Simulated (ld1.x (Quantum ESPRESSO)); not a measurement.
u(r) = r·R(r): atom against pseudo-atom (vanadium (V))

Columns: radius, all-electron u(r) and pseudo u(r) of the 4p shell (level -12.96 eV) of vanadium in the configuration [Ar] 3d3 4s0 4p0; PBE, scalar-relativistic, ultrasoft scheme, ld1.x (Quantum ESPRESSO) 7.5.

```json
{"r (bohr)": "0.140", "all-electron": "0.1650", "pseudo": "0.0040"}
{"r (bohr)": "0.280", "all-electron": "0.0784", "pseudo": "0.0157"}
{"r (bohr)": "0.420", "all-electron": "-0.1064", "pseudo": "0.0349"}
{"r (bohr)": "0.560", "all-electron": "-0.2390", "pseudo": "0.0609"}
{"r (bohr)": "0.700", "all-electron": "-0.2885", "pseudo": "0.0930"}
{"r (bohr)": "0.840", "all-electron": "-0.2682", "pseudo": "0.1301"}
{"r (bohr)": "0.980", "all-electron": "-0.2017", "pseudo": "0.1714"}
{"r (bohr)": "1.120", "all-electron": "-0.1099", "pseudo": "0.2155"}
{"r (bohr)": "1.260", "all-electron": "-0.0076", "pseudo": "0.2615"}
{"r (bohr)": "1.400", "all-electron": "0.0956", "pseudo": "0.3081"}
{"r (bohr)": "1.540", "all-electron": "0.1936", "pseudo": "0.3543"}
{"r (bohr)": "1.680", "all-electron": "0.2830", "pseudo": "0.3991"}
{"r (bohr)": "1.820", "all-electron": "0.3620", "pseudo": "0.4415"}
{"r (bohr)": "1.960", "all-electron": "0.4296", "pseudo": "0.4808"}
{"r (bohr)": "2.100", "all-electron": "0.4859", "pseudo": "0.5162"}
{"r (bohr)": "2.240", "all-electron": "0.5312", "pseudo": "0.5472"}
{"r (bohr)": "2.380", "all-electron": "0.5661", "pseudo": "0.5732"}
{"r (bohr)": "2.520", "all-electron": "0.5914", "pseudo": "0.5937"}
{"r (bohr)": "2.660", "all-electron": "0.6079", "pseudo": "0.6083"}
{"r (bohr)": "2.800", "all-electron": "0.6166", "pseudo": "0.6166"}
{"r (bohr)": "2.940", "all-electron": "0.6184", "pseudo": "0.6184"}
{"r (bohr)": "3.080", "all-electron": "0.6142", "pseudo": "0.6142"}
{"r (bohr)": "3.220", "all-electron": "0.6048", "pseudo": "0.6048"}
{"r (bohr)": "3.360", "all-electron": "0.5912", "pseudo": "0.5912"}
{"r (bohr)": "3.500", "all-electron": "0.5741", "pseudo": "0.5741"}
{"r (bohr)": "3.640", "all-electron": "0.5541", "pseudo": "0.5541"}
```

Q: How many radial nodes do the two functions have?

A: The all-electron 4p function has n − l − 1 = 2; the pseudo-wave has 0, since the states of the same l below it are removed with the core.

Q: At about which radius was the pseudo-wave matched?

A: 2.80 bohr, where the columns begin to agree (steps of 0.14 bohr).

Q: Is the pseudo-wave norm-conserving?

A: No, it belongs to an ultrasoft set: the norm inside the radius is not constrained, and the difference is carried by the augmentation charge.
